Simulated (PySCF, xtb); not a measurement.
Si(H)2(Me)(NCO) (C2H5NOSi), SMILES N(=C=O)[SiH2]C.

GFN2-xTB (xtb) at its own geometry gives an orbital gap of 5.55 eV and a dipole moment of 2.87 D.

Coordinates come from a PBE0-D3(BJ)/def2-SVP optimisation. Other conformers were not sampled.

Task: What does M06-2X/def2-TZVP in PySCF give? (Estimate from the structure and the level; the computed values follow.)

Result: gap 10.92 eV (levels -9.77 and 1.15 eV), dipole 2.77 D.
